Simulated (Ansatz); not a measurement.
Consider the homolysis of the C–Si bond: `C#C[SiH2]CN` → `[CH2]N`• + `C#C[SiH2]`•.

Isolated molecules relaxed with PBE0-D4/def2-TZVP in Ansatz; ΔE leaves out vibrations. CBS: MP2 limit from def2 TZ/QZ plus the TZ coupled-cluster correction, frozen cores. DFT in def2-TZVPP. Open shells (•) are unrestricted, without spin–orbit coupling. One conformer a species, not always the lowest.

| level | ΔE (kcal/mol) | difference from CCSD(T)/CBS |
| --- | --- | --- |
| r2SCAN-D4 | 71.0 | -10.0 |
| PBE0-D4 | 75.0 | -6.0 |
| ωB97X-V | 79.8 | -1.2 |
| r2SCAN | 70.4 | -10.6 |
| PBE0 | 73.0 | -8.0 |
| MP2/def2-TZVPP | 86.1 | 5.1 |
| CCSD/def2-TZVPP | 77.0 | -4.0 |
| HF/def2-QZVPP | 55.4 | -25.6 |
| HF/CBS(def2) | 55.4 | -25.6 |
| MP2/CBS(def2) | 88.4 | 7.4 |
| CCSD(T)/CBS | 81.0 | 0 |

Largest T1 diagnostic among the species: 0.030.

The D4 term adds +3.5 kcal/mol with B3LYP and +2.0 kcal/mol with PBE0; it sums over pairs of atoms, weighted by their polarisabilities, and B3LYP, whose exchange is more repulsive, gets the larger term. In def2-TZVPP, CCSD(T) changes the Hartree–Fock value by +23.3 kcal/mol (the triples alone add +1.8 kcal/mol) and MP2 by +30.6 kcal/mol; breaking electron pairs costs correlation energy, which Hartree–Fock lacks. From PBE to PBE0 (25 % exact exchange), in def2-TZVPP and without D4, ΔE moves by +1.8 kcal/mol.

B3LYP here is the variant with VWN-RPA as its local correlation; programs differ in this.
